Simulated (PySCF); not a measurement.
CH₆OSSi, SMILES O[SiH2]SC.

The structure is a stationary point at PBE0-D3(BJ)/def2-SVP. The values are those of a single conformer.

Two levels are set side by side: PBE/def2-TZVP (PySCF) and PBE0/def2-TZVP (PySCF). Same geometry, gas phase. Differences are taken from unrounded values.

```
quantity                      PBE0
---------------------------  -----
orbital gap (eV)              7.09
highest occupied level (eV)  -7.07
lowest empty level (eV)       0.02
dipole moment (D)             2.66
mean polarisability (bohr³)   60.5
```

Q: What does PBE give, and how far is it from PBE0? (The exact figures need the calculation; the answer reports its results.)

A: 
```tsv
quantity	PBE	PBE minus PBE0
orbital gap (eV)	5.01	-2.08
highest occupied level (eV)	-5.85	1.22
lowest empty level (eV)	-0.85	-0.87
dipole moment (D)	2.59	-0.07
mean polarisability (bohr³)	62.8	2.2
```

PBE's occupied levels lie high since its potential decays too fast outside the molecule; exact exchange lowers them and widens the gap. PBE's more diffuse valence density responds more strongly to a field. Differences between two approximate levels are no errors against the true value.

Rough cost on one machine, each run with all the roots and properties that it gave: PBE0 against PBE within a factor of 2.
